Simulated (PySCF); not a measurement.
## Excitation energy of C by level of theory

C [He] 2s2 2p2 (3P) → C [He] 2s2 2p1 3d1 (high-spin determinant), as a difference of total energies. Calculation: PySCF 2.14, in aug-cc-pCVTZ-DK with one added diffuse shell each of s, p, d, f type (8s7p5d3f, 75 functions); scalar relativity by spin-free X2C-1e. Correlated levels: valence: 1s2 frozen; valence and next inner shell: nothing frozen. The calculations carry no spin-orbit coupling.

```tsv
method	excitation energy (eV)
UHF	9.592
LDA	9.997
PBE	9.703
PBE0	9.801
r2SCAN	10.060
B2PLYP	9.821
BLYP	9.605
wB97X-V	10.055
r2SCAN0	10.082
MP2 (valence)	9.985
SCS-MP2 (valence)	9.865
MP2 (valence and next inner shell)	10.002
SCS-MP2 (valence and next inner shell)	9.875
```

**Question.** How much does correlation contribute at MP2 (valence and next inner shell)?

**Answer.** 10.002 − (9.592) = 0.410 eV, measured against UHF.

The promoted electron is Rydberg-like, and one or two diffuse shells describe it only roughly, which tends to raise the upper state.

The determinant of the upper state mixes LS terms, which raises its energy above the lowest term, most at the Hartree-Fock and MP2 levels.
